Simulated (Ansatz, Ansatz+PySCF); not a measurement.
```xyz
3

Cl    0.0000    0.0000   -2.0944
Cd    0.0000    0.0000    0.0000
Cl    0.0000    0.0000    2.0944
```

Basis set: def2-SVP (spherical functions, with the set's core potentials past Kr). Left uncorrelated: 10 orbitals. Charge 0, multiplicity 1.

Computed with Ansatz (development build ahead of 0.2.0); each method stands on the lowest determinant of its kind that the runs found. Restricted open shells among the atoms or ions are ROHF, correlated in semicanonical orbitals with singles.

**Question.** Give the atomization energy at this shape (free ground-state atoms in the same class of orbitals less the molecule, no zero-point energy) of singlet CdCl₂ by RHF-CCSD(T), RHF-CCSD, RHF-MP2, UHF-MP2, RHF, UHF.

**Answer.**

```
     method  atomization energy
RHF-CCSD(T)        437.8 kJ/mol
   RHF-CCSD        429.5 kJ/mol
    RHF-MP2        470.6 kJ/mol
    UHF-MP2        473.5 kJ/mol
        RHF        356.2 kJ/mol
        UHF        335.7 kJ/mol
```

Caution: the shape is not the minimum.
